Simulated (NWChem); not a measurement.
# C₃H₃ClOSi; SMILES C#C[Si@@H](Cl)C=O

```xyz
9

C      2.8673    -0.3075    -0.2676
C      1.7005    -0.1526     0.0418
Si    -0.0615     0.0207     0.4778
Cl    -0.7595     1.8632    -0.1505
C     -1.0476    -1.3429    -0.4692
O     -1.1891    -2.4356     0.0150
H      3.9005    -0.4408    -0.5385
H     -0.2632    -0.1229     1.9401
H     -1.4726    -1.0975    -1.4822
```
Atoms are numbered in this order, from 1.

All runs: NWChem. Medium grid unless said otherwise, to which SCAN and Minnesota functionals are sensitive. All runs use the structure optimised with PBE0/def2-SVP. Hybrids' shares of exact exchange are those that their runs print; pure functionals count as 0. The functionals differ in more than this share.

```
row                                   share of exact exchange  orbital gap (eV)
------------------------------------  -----------------------  ----------------
PBE/def2-SVP                                             0.00              2.75
LDA (Slater exchange, PW92)/def2-SVP                     0.00              2.61
B3LYP/def2-SVP                                           0.20              4.90
PBE0/def2-SVP                                            0.25              5.34
M06/def2-SVP                                             0.27              5.50
PW6B95/def2-SVP                                          0.28              5.58
M06-2X/def2-SVP                                          0.54          withheld
```

Problem. Fit a straight line of the last column on the one before it, predict the withheld value, and compare with the run.

Solution. 
1. Means of the 6 shown rows: x = 0.167, y = 4.447. Slope Σ(x − x̄)(y − ȳ)/Σ(x − x̄)² = 0.9157/0.08713 = 10.51; intercept 2.695.
2. The shown rows scatter about the line by 0.065 (root mean square); the largest residual is +0.10, at B3LYP/def2-SVP.
3. At x = 0.54 (M06-2X/def2-SVP; beyond the shown range) the line gives 8.37.
4. The run gives 7.84, -0.53 from the line, 8.1 times the scatter.
